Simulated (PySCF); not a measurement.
Structure from 2D NMR

Compound of formula C9H11F. Correlations simulated from computed shifts and the bond graph:

HSQC (one-bond C–H):
```csv
δH,δC
6.51,158.6
5.57,124.2
5.38,124.2
5.01,84.6
3.11,42.4
2.36,42.4
2.26,35.4
1.49,77.0
```

COSY cross peaks (H two or three bonds apart, from the bond graph; peaks can be absent where the dihedral angle is near 90°):
```csv
δH,δH
6.51,5.57
6.51,5.38
5.57,5.38
5.01,3.11
5.01,2.36
3.11,2.36
```

HMBC (two and three bonds, from the bond graph):
```csv
δH,δC
6.51,"124.2, 42.4, 35.4, 35.0"
5.57,"158.6, 35.0"
5.38,"158.6, 35.0"
5.01,"42.4, 35.0"
3.11,"158.6, 84.6, 42.4, 35.4, 35.0"
2.36,"158.6, 84.6, 42.4, 35.4, 35.0"
2.26,"158.6, 87.6, 77.0, 42.4, 35.0"
1.49,"87.6, 35.4"
```

Carbons without hydrogens: δ 87.6, 35.0.

Fast rotation and ring inversion assumed for equivalent nuclei, relativity neglected, isolated molecule, one computed conformer. Coordinates at the GFN2-xTB level; σ from GIAO-PBE0/pcSseg-1; PySCF 2.14.0 with density-fitted response routines.

References, each an isolated molecule treated in the same way: TMS for 1H (31.72 ppm), 13C (186.93 ppm).

Exchangeable hydrogens are left out of these lists.

**Question.** Work out the connectivity.

**Answer.** `C(#C)C[C@]1(C=C)C[C@H](F)C1`.

Numbering as in the mapped SMILES `[CH:1]#[C:2][CH2:3][C@:4]1([CH:5]=[CH2:6])[CH2:7][C@H:8]([F:9])[CH2:10]1`; H(Xn) means a hydrogen on atom n. Ha(C6) is cis to C4; Ha(C7), Ha(C10) are cis to F9 on the ring; Hb(C6) is trans to C4; Hb(C7), Hb(C10) are trans to F9 on the ring.

δC 158.6 is C5, an alkene CH (δH 6.51). δC 124.2 is C6, a terminal =CH2 carbon (δH 5.38, 5.57). δC 87.6 is C2, an alkyne carbon. δC 84.6 is C8, an sp3 CH bonded to F (δH 5.01). δC 77.0 is C1, a terminal alkyne carbon (δH 1.49). δC 42.4 is C7/C10, an sp3 CH2 in a ring (δH 2.36, 3.11). δC 35.4 is C3, a propargylic sp3 CH2 (δH 2.26). δC 35.0 is C4, an allylic quaternary sp3 carbon. HMBC from δH 6.51 reaches the proton-free carbon C4. HMBC from δH 5.57 reaches the proton-free carbon C4. HMBC from δH 5.38 reaches the proton-free carbon C4. HMBC from δH 5.01 reaches the proton-free carbon C4. COSY links 6.51–5.57, 6.51–5.38, 5.57–5.38, 5.01–3.11, 5.01–2.36, 3.11–2.36.

This is the structure that produced the data.

Shifts are as computed. Against solution values, carbons near 30 ppm lie about +3 ppm off and those near 130 ppm about +5 ppm. Of 1211 compounds with measured shifts, 218 miss one by over three times the rms of a fit or turn the order of signals round; such compounds aren't used in these exercises.
